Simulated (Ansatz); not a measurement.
Molecule: C4H9O2, charge 0, multiplicity 2. It need not be the lowest isomer of its formula. SMILES: [CH2]OC(C)OC
Coordinates optimised at B3LYP-D3(BJ)/def2-TZVP (Ansatz, a first-principles code):
```xyz
15

C      0.1618    -1.8753    -0.0585
C     -0.2153    -0.4181     0.0603
O      0.9165     0.3591     0.4921
C      1.0960     0.4591     1.8289
O     -0.6117     0.0450    -1.1813
C     -1.1338     1.3666    -1.1734
H      0.5268    -2.2430     0.9001
H     -0.7048    -2.4620    -0.3627
H      0.9475    -1.9845    -0.8058
H     -1.0141    -0.2624     0.8035
H      0.2316     0.3574     2.4762
H      1.9485     1.0554     2.1144
H     -1.9789     1.4470    -0.4795
H     -1.4785     1.5725    -2.1843
H     -0.3684     2.0923    -0.8919
```
Charge 0, spin multiplicity 2.

Parts of the frozen-core correlation energy in 6-31G (Ansatz, hartree). Frozen orbitals: 6; correlated occupied orbitals by spin: 19 and 18; virtual: 47 and 48. Open shells are spin-unrestricted. Spin-orbit coupling is left out. No relativistic terms.

```json
[
 {"term": "reference (HF)", "value": "-306.22444"},
 {"term": "MP2 opposite-spin", "value": "…"},
 {"term": "MP2 same-spin", "value": "…"},
 {"term": "CCSD correlation", "value": "-0.63869"},
 {"term": "(T)", "value": "…"},
 {"term": "T1 diagnostic", "value": "0.013"},
 {"term": "largest doubles amplitude", "value": "0.014"},
 {"term": "<S^2> of the reference", "value": "0.761"}
]
```

Problem. Complete the blanks.

Solution. 
- MP2 opposite-spin, value: -0.44873
- MP2 same-spin, value: -0.13553
- (T), value: -0.01474
